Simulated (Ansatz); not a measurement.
Reaction (formal exchange of groups at a Ge–C bond): `[GeH3][CH2][GeH3]` + `OCC(F)(F)F` → `F[C](F)(F)[GeH3]` + `OC[CH2][GeH3]`

Isolated molecules relaxed with PBE0-D4/def2-TZVP in Ansatz; ΔE leaves out vibrations. CBS: MP2 limit from def2 TZ/QZ plus the TZ coupled-cluster correction, frozen cores. DFT in def2-TZVPP. B3LYP here is the variant with VWN-RPA as its local correlation; programs differ in this. For Ge outer-core shells are correlated without core-valence functions, which leaves a few kJ/mol of doubt a bond. Scalar relativity is left out up to krypton. Each species was taken in one conformer, which may not be the lowest.

| level | ΔE (kJ/mol) | difference from CCSD(T)/CBS |
| --- | --- | --- |
| PBE-D4 | 43.3 | -11.4 |
| r2SCAN-D4 | 51.9 | -2.8 |
| PBE0-D4 | 52.6 | -2.1 |
| ωB97X-V | 51.8 | -2.9 |
| ωB97M-V | 52.3 | -2.4 |
| r2SCAN | 51.6 | -3.1 |
| B3LYP | 44.4 | -10.3 |
| HF/def2-TZVPP | 63.8 | 9.1 |
| MP2/def2-TZVPP | 59.0 | 4.3 |
| SCS-MP2/def2-TZVPP | 56.8 | 2.1 |
| HF/def2-QZVPP | 62.8 | 8.1 |
| MP2/def2-QZVPP | 57.1 | 2.4 |
| SCS-MP2/def2-QZVPP | 54.9 | 0.2 |
| HF/CBS(def2) | 62.7 | 8.0 |
| MP2/CBS(def2) | 56.2 | 1.5 |
| CCSD/CBS(def2) | 55.6 | 0.9 |
| CCSD(T)/CBS | 54.7 | 0 |

Largest T1 diagnostic among the species: 0.012.

From PBE to PBE0 (25 % exact exchange), in def2-TZVPP and without D4, ΔE moves by +9.5 kJ/mol. In def2-TZVPP, CCSD(T) changes the Hartree–Fock value by −6.3 kJ/mol (the triples alone add −0.9 kJ/mol) and MP2 by −4.8 kJ/mol.

CCSD(T)/CBS has its own doubt, a few kJ/mol and more with outer-core shells, so smaller differences from it don't rank the levels.
